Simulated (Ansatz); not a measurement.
Ansatz (an electronic-structure program) input (SVWN5/def2-TZVPD):

Ansatz 0.2 input:
```yaml
crystal:
  periodic: [false, false, false]
  atoms:
    - {symbol: Sb, position_ang: [-0.00310698, 0.00169950, 0.58026443]}
    - {symbol: Cl, position_ang: [-1.79854499, -0.98837681, -0.58702140]}
    - {symbol: Cl, position_ang: [0.04947840, 2.05191779, -0.58603087]}
    - {symbol: Cl, position_ang: [1.75838752, -1.06863949, -0.56774103]}
basis:
  gaussian:
    orbitals: def2-TZVPD
hamiltonian:
  xc: {name: SVWN5}
output: {forces: true}
```

Output:

```
Functional definition: SVWN5
integrals: 0.15 GiB planned
1253 factors; their error is unknown
mean field: 0.88 GiB planned
mean field evaluation 1: about -43978.2728 eV, gradient 2.7e1 eV
mean field evaluation 2: about -43971.2477 eV, gradient 6.0e1 eV
mean field evaluation 4: about -43980.1169 eV, gradient 2.9e0 eV
mean field evaluation 8: about -43980.1398 eV, gradient 4.1e-2 eV
mean field evaluation 16: about -43980.1236 eV, gradient 4.5e-5 eV
mean field -43980.12363218 eV, -1616.2397326841 hartree, gradient 4.5e-5 eV, S^2 0.000000; 0 other end points of the search recorded, 0 dependent functions left out
the calculation of the forces begins
reference -43980.12369950 eV, -1616.2397351582 hartree; 37, 37 occupied and 157, 157 virtual orbitals, 1253 factors
Total energy: -43980.12369950 eV, -1616.2397351582 hartree
Atom 0 at    -0.003107     0.001700     0.580264 Å, force     0.003204    -0.001434    -0.544020 eV/Å
Atom 1 at    -1.798545    -0.988377    -0.587021 Å, force     0.304915     0.168049     0.182363 eV/Å
Atom 2 at     0.049478     2.051918    -0.586031 Å, force    -0.009040    -0.348121     0.182381 eV/Å
Atom 3 at     1.758388    -1.068639    -0.567741 Å, force    -0.299079     0.181506     0.179277 eV/Å
Dipole moment:    -0.002832     0.001549     0.528943 e Å
```
